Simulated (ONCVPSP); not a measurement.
**platinum, ONCV: configuration errors across variants**

```json
{
  "Element": "Pt",
  "Generator": "ONCVPSP 4.0.1",
  "Type": "optimised norm-conserving Vanderbilt (ONCV)",
  "Functional": "LDA (Perdew-Zunger)",
  "Relativity": "fully relativistic",
  "Frozen core": "[Kr] 4d10 4f14",
  "Valence charge": "18",
  "Reference configuration": "5s2 5p6 5d10",
  "Partial waves": "5s: rc 1.50 bohr, ncon 4, nbas 7, qcut 9.8 1/bohr, 2 projectors, debl 2.9 Ha; 5p: rc 1.30 bohr, ncon 4, nbas 8, qcut 7.3 1/bohr, 2 projectors, debl 3.6 Ha; 5d: rc 1.60 bohr, ncon 4, nbas 9, qcut 5.1 1/bohr, 2 projectors, debl 2.1 Ha",
  "Local potential": "polynomial inside 1.25 bohr (lpopt 5, dvloc0 6 Ha)",
  "Core correction": "Teter function, fcfact 4.5, rcfact 1.3"
}
```

Open shells are filled in proportion to 2j + 1.

In the s channel the program set the typed energies aside and used -3.660, 0.250 Ha.

All-electron excitation energies from the reference (eV): (1) 5s2 5p6 5d9 6s1 -0.030; (2) 5s2 5p6 5d9 9.529; (3) 5s2 5p6 5d8 29.804; (4) 5s2 5p6 5d8 6s1 6p1 6.520.

A true bound ghost makes a file unfit for plane-wave use even where its test errors are small: the radial tests pick states by their node count and pass the ghost by.

Errors AE − PS in meV (a dash: test not solved or not reliable):

```tsv
change	(1)	(2)	(3)	(4)	bound ghosts	GHOST(+) flags above zero
base	-0.5	+0.4	+1.9	-0.6	none	s, d5/2
d: debl 0.3	+3.3	+5.9	+13	+6.1	none	s
d: debl 0.45	+2.1	+3.9	+10	+5.1	d5/2	s, d3/2
d: debl 0.75	+0.9	+2.3	+6.4	+2.6	d5/2	s, d3/2
d: debl 1.05	+0.3	+1.5	+4.5	+1.2	d5/2	s, d3/2
d: debl 2	-0.5	+0.5	+2.0	-0.5	none	s, d5/2
d: debl 4.75	+23	+31	+95	+63	d3/2	s
```

Task: Give the same row for: d: debl 2.65.

Result: -0.7, +0.2, +1.4, -0.9; bound ghosts: none; GHOST(+) flags above zero: s, d5/2.
